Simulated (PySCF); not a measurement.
Method: r2SCAN-D4/def2-TZVP (PySCF). Isolated molecules, 0 K electronic values unless said otherwise. One relaxed conformer stands for a flexible species; it need not be the lowest. Excitations are Tamm–Dancoff values on a coarser integration grid. The basis has no diffuse functions, so Rydberg states are missing or too high.

Reference species (SMILES): `C=[SiH]N` (neutral, multiplicity 1).

```json
{
  "S1–T1 gap (TDA)": "2.02 eV",
  "HOMO–LUMO gap": "4.31 eV"
}
```

Changed species: `[SiH2]=CN`.

Question: Predict the effect on the S1–T1 gap (TDA) and HOMO–LUMO gap.

Answer: the S1–T1 gap (TDA) rises by 1.21 eV, to 3.23 eV; the HOMO–LUMO gap falls by 1.54 eV, to 2.77 eV.
